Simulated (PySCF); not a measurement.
```xyz
4
charge 0 multiplicity 4, angstrom
Ru   -0.0053    0.0000    0.0418
O    -0.0059    0.0000    1.7351
O    -0.0063    0.0000   -1.8463
H     0.7297    0.0000   -2.4624
```

All numbers come from PySCF, UPBE0, basis Ru def2-TZVP with ECP28, O def2-TZVP, H def2-TZVP (scalar-relativistic core potentials, no spin–orbit coupling, density fitting).

This geometry of RuO(OH) is a stationary point at this level.

Task: What is the point group?

Result: Cs.

Task: Is it a minimum?

Result: No: it has 1 imaginary mode, at 192i cm⁻¹ (a'').

Task: Which band is strongest in the infrared?

Result: 525 cm⁻¹ (a'), 164 km/mol.

Task: What are the dipole moment and the gap between the highest occupied and lowest empty levels of either spin?

Result: 2.32 D and 3.10 eV.

Only a few start shapes were tried, so a lower isomer may exist. Other spin states or occupations of the open shell can lie lower. At this level a doublet minimum of Cs symmetry lies 40 kJ/mol below this structure.
